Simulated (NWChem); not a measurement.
Everything below was run with NWChem. System: formamidinium (CH5N2 (+1)), charge 1, spin multiplicity 1, at a geometry optimised with PBE0/def2-SVP. Level: CR-CCSD(T)/6-311G** (spherical d), 3 core orbitals frozen.

Output (cleaned and shortened):

```
             Northwest Computational Chemistry Package (NWChem) 7.3.0
             --------------------------------------------------------

                                NWChem Input Module
                                -------------------

 Scaling coordinates for geometry "geometry" by  1.889725989
 (inverse scale =  0.529177249)

 Turning off AUTOSYM since
 SYMMETRY directive was detected!

                             Geometry "geometry" -> ""
                             -------------------------

 Output coordinates in angstroms (scale by  1.889725989 to convert to a.u.)

  No.       Tag          Charge          X              Y              Z
 ---- ---------------- ---------- -------------- -------------- --------------
    1 N                    7.0000    -1.16424400     0.00000000    -0.17383100
    2 C                    6.0000     0.00000000     0.00000000     0.42160400
    3 N                    7.0000     1.16424400     0.00000000    -0.17383100
    4 H                    1.0000    -1.27247700     0.00000000    -1.18551200
    5 H                    1.0000    -2.01668300     0.00000000     0.37879000
    6 H                    1.0000     0.00000000     0.00000000     1.51746000
    7 H                    1.0000     1.27247700     0.00000000    -1.18551200
    8 H                    1.0000     2.01668300     0.00000000     0.37879000

 Effective nuclear repulsion energy (a.u.)      79.6080644585

            Nuclear Dipole moment (a.u.)
            ----------------------------
        X                 Y               Z
 ---------------- ---------------- ----------------
     0.0000000000     0.0000000000     0.0000113384

      Symmetry information
      --------------------

 Group name             C2v
 Group number             16
 Group order               4
 No. of unique centers     5

      Symmetry unique atoms

     1    2    4    5    6


 Summary of "ao basis" -> "" (spherical)
 ------------------------------------------------------------------------------
       Tag                 Description            Shells   Functions and Types
 ---------------- ------------------------------  ------  ---------------------
 *                          6-311g**                  on all atoms

 Summary of "ao basis" -> "ao basis" (spherical)
 ------------------------------------------------------------------------------
       Tag                 Description            Shells   Functions and Types
[...]
     1   0 0 1      0.024322      0.000000      0.000011

     2   2 0 0     -3.667648      0.000000    108.377921
     2   1 1 0     -0.000000      0.000000      0.000000
     2   1 0 1     -0.000000      0.000000      0.000000
     2   0 2 0    -14.381581      0.000000      0.000000
     2   0 1 1     -0.000000      0.000000      0.000000
     2   0 0 2     -7.446321      0.000000     24.604871

                   NWChem Extensible Many-Electron Theory Module
                   ---------------------------------------------


            General Information
            -------------------
      Number of processors :     1
         Wavefunction type : Restricted Hartree-Fock
          No. of electrons :    24
           Alpha electrons :    12
            Beta electrons :    12
           No. of orbitals :   168
            Alpha orbitals :    84
             Beta orbitals :    84
        Alpha frozen cores :     3
         Beta frozen cores :     3
     Alpha frozen virtuals :     0
      Beta frozen virtuals :     0
         Spin multiplicity : singlet
    Number of AO functions :    84
       Number of AO shells :    44
        Use of symmetry is : on
      Symmetry adaption is : on
         Schwarz screening : 0.10D-09

          Correlation Information
          -----------------------
          Calculation type : Coupled-cluster singles & doubles w/ perturbation
   Perturbative correction : Completely renormalized (T)
            Max iterations :      100
        Residual threshold : 0.10D-05
     T(0) DIIS level shift : 0.00D+00
     L(0) DIIS level shift : 0.00D+00
     T(1) DIIS level shift : 0.00D+00
     L(1) DIIS level shift : 0.00D+00
     T(R) DIIS level shift : 0.00D+00
     T(I) DIIS level shift : 0.00D+00
   CC-T/L Amplitude update :  5-th order DIIS
                I/O scheme : Global Array Library
        L-threshold :  0.10D-05
        EOM-threshold :  0.10D-05
 no EOMCCSD initial starts read in
 TCE RESTART OPTIONS
 SLICE:      F
 D4D5:       F
 quantumc:   F
 qrotation:  F
 pwtce:      F
 qducc:      F
 nacto:                         0
 nrotv:                         0
 nrot:                          0

            Memory Information
            ------------------
          Available GA space size is     249029744 doubles
          Available MA space size is     104854236 doubles

 Maximum block size supplied by input
 Maximum block size        24 doubles

 tile_dim =     24

 -------------------------------------------------

 Global array virtual files algorithm will be used

 Parallel file system coherency ......... OK

 4-electron integrals stored in orbital form

 v2    file size   =          2747410
 4-index algorithm nr.  13 is used
 imaxsize =       30
 imaxsize ichop =        0


CCSD iterations
 ---------------------------------------------------------
 Iter          Residuum       Correlation     Cpu    Wall
 ---------------------------------------------------------
    1   0.1737939026254  -0.4875935058380     0.7     0.7
    2   0.0479349144227  -0.5023637177457     0.8     0.8
    3   0.0175924275993  -0.5108962082898     0.8     0.8
    4   0.0078186871974  -0.5125707430570     0.8     0.8
    5   0.0035455686699  -0.5134521754775     0.7     0.7
    6   0.0008501427747  -0.5139447124895     0.8     0.8
    7   0.0005072686461  -0.5139977657189     0.7     0.7
    8   0.0002127338604  -0.5140152397468     0.8     0.8
    9   0.0001400510519  -0.5140170553486     0.8     0.8
   10   0.0000722004511  -0.5140230078889     0.7     0.7
   11   0.0000090744252  -0.5140278221291     0.7     0.7
   12   0.0000030433542  -0.5140287984811     0.8     0.8
   13   0.0000013155674  -0.5140290134553     0.8     0.8
   14   0.0000005955245  -0.5140290762748     0.7     0.7
 -----------------------------------------------------------------
 Iterations converged
 CCSD correlation energy / hartree =        -0.514029076274783
 CCSD total energy / hartree       =      -150.025047392776543

 Singles contributions

 Doubles contributions
 CR-CCSD(T)

 CR-CCSD[T]  correction energy / hartree =        -0.014663699349346
 CR-CCSD[T] correlation energy / hartree =        -0.528692775624129
 CR-CCSD[T] total energy / hartree       =      -150.039711092125884
 CR-CCSD(T)  correction energy / hartree =        -0.013981530239440
 CR-CCSD(T) correlation energy / hartree =        -0.528010606514223
 CR-CCSD(T) total energy / hartree       =      -150.039028923015991

 Task  times  cpu:       45.5s     wall:       45.5s

 Total times  cpu:       45.5s     wall:       45.5s
```

Q: Write an NWChem input that would produce this output.

A: Several could match; the one computed here: 
```
start mol
memory heap 100 mb stack 700 mb global 1900 mb
charge 1
geometry units angstroms nocenter noautoz
  N     -1.164244     0.000000    -0.173831
  C      0.000000     0.000000     0.421604
  N      1.164244     0.000000    -0.173831
  H     -1.272477     0.000000    -1.185512
  H     -2.016683     0.000000     0.378790
  H      0.000000     0.000000     1.517460
  H      1.272477     0.000000    -1.185512
  H      2.016683     0.000000     0.378790
  symmetry group C2v
end
basis spherical
  * library 6-311g**
end
scf
  rhf
  nopen 0
  maxiter 100
  thresh 1e-7
  semidirect memsize 60000000 filesize 0
end
tce
  freeze core 3
  cr-ccsd(t)
  2eorb
  2emet 13
  thresh 1e-6
  maxiter 100
  tilesize 24
end
task tce energy
```
